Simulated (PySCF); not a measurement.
**Dipole moment and polarisability across levels of theory**

Species: C₂H₅FSe.
Geometry (PBE0-D3(BJ)/def2-SVP, Å), atoms numbered from 1 in this order:
```
atom  x, y, z in Å
C1    -1.4067    0.1343   -0.1910
Se2    0.1159   -0.4187   -1.2626
C3     1.4469   -0.1236    0.1107
F4     1.3069   -0.9724    1.1688
H5    -1.4654   -0.4899    0.7093
H6    -2.3074   -0.0177   -0.8004
H7    -1.3265    1.1957    0.0825
H8     1.3693    0.9133    0.4752
H9     2.4270   -0.2783   -0.3685
```

PySCF, dipoles from the SCF density, polarisabilities from static response with core orbitals frozen. Isolated species at its PBE0-D3(BJ)/def2-SVP geometry (one conformer only). The LDA/def2-SVPD calculation is non-relativistic and has no spin–orbit coupling, an omission that weighs most on selenium.

Task: How do dipole and polarisability depend on functional and basis here?

Result: 

```
              level  μ (D)  α (Å³)  anisotropy (Å³)
      LDA/def2-SVPD  1.470    8.67             2.05
      PBE/def2-SVPD  1.421    8.62             1.99
    B3LYP/def2-SVPD  1.487    8.39             1.96
     PBE0/def2-SVPD  1.499    8.28             1.94
BHandHLYP/def2-SVPD  1.571    8.10             1.94
CAM-B3LYP/def2-SVPD  1.529    8.24             1.93
  wB97X-D/def2-SVPD  1.521    8.24             1.90
  LC-wPBE/def2-SVPD  1.536    8.02             1.87
       HF/def2-SVPD  1.669    7.87             1.90
        PBE0/6-31G*  1.506    6.55             2.12
      PBE0/def2-SVP  1.452    6.59             2.49
     PBE0/def2-TZVP  1.461    7.68             2.41
```

The anisotropy is √(½[(α1 − α2)² + (α2 − α3)² + (α3 − α1)²]). The dipole runs from 1.42 D (PBE/def2-SVPD) to 1.67 D (HF/def2-SVPD). No reference polarisability is at hand; against PBE0 in the largest diffuse basis at hand (def2-SVPD) the other PBE0 rows deviate by 6-31G* -21%, def2-SVP -20%, def2-TZVP -7%. In one basis (def2-SVPD) the functionals order the polarisability from HF (lowest) to LDA (highest), a spread of 10%. With PBE0 the polarisability is 6.94 Å³ without diffuse functions (mean of 6-31G*, def2-SVP and def2-TZVP) and 8.28 Å³ with them (def2-SVPD).
